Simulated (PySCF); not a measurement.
Electron correlation in Ge⁺ (germanium, charge +1)

[Ar] 3d10 4s2 5s1, 2S determinant (an excited configuration). Computed with PySCF 2.14 in aug-cc-pVQZ-PP with ECP10MDF, with a scalar-relativistic core potential. Frozen: 3s2 3p6 3d10; 3 electrons correlated.

```
  level  correlation energy (mhartree)
   CCSD                         -49.87
    (T)                          -0.94
CCSD(T)                         -50.81
```

Diagnostics: T1 = 0.016, D1 = 0.0379, largest double amplitude 0.094.

The outer electron is Rydberg-like, and this basis confines it to a smaller radius and binds it less than a complete one would.

Cost of the coupled-cluster step: of the order of 8 core-seconds, for 3 correlated electrons.

Iterations:

```
CC2 = 0
CCSD nocc = (np.int64(2), np.int64(1)), nmo = (80, 80)
frozen orbitals [[0, 1, 2, 3, 4, 5, 6, 7, 8], [0, 1, 2, 3, 4, 5, 6, 7, 8]]
max_cycle = 100
direct = 0
conv_tol = 1e-08
conv_tol_normt = 1e-06
diis_space = 8
diis_start_cycle = 0
Init t2, MP2 energy = -0.0384356494498402
Init E_corr(UCCSD) = -0.0384356494548178
cycle = 1  E_corr(UCCSD) = -0.0455727744518967  dE = -0.007137125  norm(t1,t2) = 0.0479292
cycle = 2  E_corr(UCCSD) = -0.0481628851701403  dE = -0.00259011072  norm(t1,t2) = 0.0199393
cycle = 3  E_corr(UCCSD) = -0.0498280444770759  dE = -0.00166515931  norm(t1,t2) = 0.00917411
cycle = 4  E_corr(UCCSD) = -0.0498077097344809  dE = 2.03347426e-05  norm(t1,t2) = 0.00301717
cycle = 5  E_corr(UCCSD) = -0.0498812152550494  dE = -7.35055206e-05  norm(t1,t2) = 0.00174392
cycle = 6  E_corr(UCCSD) = -0.0498626390891062  dE = 1.85761659e-05  norm(t1,t2) = 0.000407006
cycle = 7  E_corr(UCCSD) = -0.0498690133636379  dE = -6.37427453e-06  norm(t1,t2) = 0.000110379
cycle = 8  E_corr(UCCSD) = -0.0498683992692586  dE = 6.14094379e-07  norm(t1,t2) = 2.51907e-05
cycle = 9  E_corr(UCCSD) = -0.0498680807904607  dE = 3.18478798e-07  norm(t1,t2) = 4.53074e-06
cycle = 10  E_corr(UCCSD) = -0.0498682111607802  dE = -1.30370319e-07  norm(t1,t2) = 1.30375e-06
cycle = 11  E_corr(UCCSD) = -0.0498682108129201  dE = 3.47860116e-10  norm(t1,t2) = 3.57184e-07
UCCSD converged
E(UCCSD) = -292.8588004577386  E_corr = -0.04986821081292007
UCCSD(T) correction = -0.000938734145117377
```
